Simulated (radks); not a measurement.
Question: The mean radii <r> (bohr) of the occupied orbitals of an atom or ion are listed with their occupations. All-electron calculation, scalar-relativistic Kohn-Sham, Slater X-alpha with alpha = 1.035, spin-polarised, spherical densities, finite nucleus; Fermi nuclear charge, rms radius of each element as measured or else 0.836 A^(1/3) + 0.57 fm. Program: a radial shooting solver on a logarithmic mesh with Libxc functionals.

| orbital | occ. | <r> |
|---|---|---|
| 1s up | 1 | 0.01577 |
| 1s down | 1 | 0.01577 |
| 2s up | 1 | 0.06630 |
| 2s down | 1 | 0.06630 |
| 2p up | 3 | 0.06032 |
| 2p down | 3 | 0.06032 |
| 3s up | 1 | 0.1709 |
| 3s down | 1 | 0.1709 |
| 3p up | 3 | 0.1728 |
| 3p down | 3 | 0.1728 |
| 3d up | 5 | 0.1564 |
| 3d down | 5 | 0.1564 |
| 4s up | 1 | 0.3746 |
| 4s down | 1 | 0.3746 |
| 4p up | 3 | 0.3991 |
| 4p down | 3 | 0.3991 |
| 4d up | 5 | 0.4174 |
| 4d down | 5 | 0.4174 |
| 4f up | 7 | 0.4316 |
| 4f down | 7 | 0.4315 |
| 5s up | 1 | 0.8197 |
| 5s down | 1 | 0.8195 |
| 5p up | 3 | 0.9314 |
| 5p down | 3 | 0.9299 |
| 5d up | 5 | 1.191 |
| 5d down | 5 | 1.176 |
| 6s up | 1 | 2.043 |
| 6s down | 1 | 1.995 |
| 6p up | 2 | 2.583 |

Name the element and its charge. Open shells, if any, are filled with parallel spins first.

Answer: Z = 83, bismuth, charge +1: Bi+ in [Hg] 6p2. The 1s radius gives Z: for a bare nucleus <r> = (2 gamma + 1)/(2Z) with gamma = sqrt(1 - (Z/c)^2), 0.01561 bohr for Z = 83, and screening makes it slightly larger (0.01577 here). The occupations add up to 82, and the charge is Z minus that.
